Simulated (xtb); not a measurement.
xtb input (GFN2-xTB):

```bash
xtb mol.xyz --gfn 2 --sp --chrg -1 --uhf 0
```
mol.xyz:
```
2

Sr    -0.00000000    -0.00000000    -0.40177766
F      0.00000000     0.00000000     1.69639455
```

End of the output:

```
         :::::::::::::::::::::::::::::::::::::::::::::::::::::
         ::                     SUMMARY                     ::
         :::::::::::::::::::::::::::::::::::::::::::::::::::::
         :: total energy              -5.419785570880 Eh    ::
         :: gradient norm              0.006437023682 Eh/a0 ::
         :: HOMO-LUMO gap              4.472087165106 eV    ::
         ::.................................................::
         :: SCC energy                -5.421917469293 Eh    ::
         :: -> isotropic ES            0.208615372598 Eh    ::
         :: -> anisotropic ES         -0.003908247188 Eh    ::
         :: -> anisotropic XC         -0.000152934993 Eh    ::
         :: -> dispersion             -0.000710569991 Eh    ::
         :: repulsion energy           0.002131898413 Eh    ::
         :: add. restraining           0.000000000000 Eh    ::
         :: total charge              -1.000000000000 e     ::
         :::::::::::::::::::::::::::::::::::::::::::::::::::::

           -------------------------------------------------
          |                Property Printout                |
           -------------------------------------------------

    * Orbital Energies and Occupations

         #    Occupation            Energy/Eh            Energy/eV
      -------------------------------------------------------------
         1        2.0000           -0.4138819             -11.2623
         2        2.0000           -0.1321323              -3.5955
         3        2.0000           -0.1317206              -3.5843
         4        2.0000           -0.1317206              -3.5843
         5        2.0000            0.0537397               1.4623 (HOMO)
         6                          0.2180859               5.9344 (LUMO)
         7                          0.2180859               5.9344
         8                          0.2379643               6.4753
         9                          0.2379643               6.4753
        10                          0.2840618               7.7297
        11                          0.3004022               8.1744
        12                          0.3004022               8.1744
        13                          0.6523861              17.7523
Note: The following floating-point exceptions are signalling: IEEE_UNDERFLOW_FLAG IEEE_DENORMAL
normal termination of xtb
      -------------------------------------------------------------
                  HL-Gap            0.1643462 Eh            4.4721 eV
             Fermi-level            0.1359128 Eh            3.6984 eV

     #   Z          covCN         q      C6AA      α(0)
     1  38 Sr       0.600    -0.306  2685.860   209.650
     2   9 F        0.600    -0.694    17.893     4.989

 Mol. C6AA /au·bohr⁶  :       2971.113103
 Mol. C8AA /au·bohr⁸  :     623154.780679
 Mol. α(0) /au        :        214.639436

Wiberg/Mayer (AO) data.
largest (>0.10) Wiberg bond orders for each atom

 ---------------------------------------------------------------------------
     #   Z sym  total        # sym  WBO       # sym  WBO       # sym  WBO
 ---------------------------------------------------------------------------
     1  38 Sr   0.573 --     2 F    0.573
     2   9 F    0.573 --     1 Sr   0.573
 ---------------------------------------------------------------------------

Topologies differ in total number of bonds
Writing topology from bond orders to xtbtopo.mol

molecular dipole:
                 x           y           z       tot (Debye)
 q only:        0.000       0.000      -1.991
   full:       -0.000      -0.000      -1.734       4.408
molecular quadrupole (traceless):
                xx          xy          yy          xz          yz          zz
 q only:        3.652       0.000       3.652       0.000       0.000      -7.305
  q+dip:        3.903       0.000       3.903      -0.000       0.000      -7.806
   full:        3.442       0.000       3.442      -0.000       0.000      -6.883

           -------------------------------------------------
          | TOTAL ENERGY               -5.419785570880 Eh   |
          | GRADIENT NORM               0.006437023682 Eh/α |
          | HOMO-LUMO GAP               4.472087165106 eV   |
           -------------------------------------------------

------------------------------------------------------------------------
------------------------------------------------------------------------
 total:
 SCF:
```

This state (charge -1, singlet) is run at the relaxed geometry of the species with charge 0 and multiplicity 2.
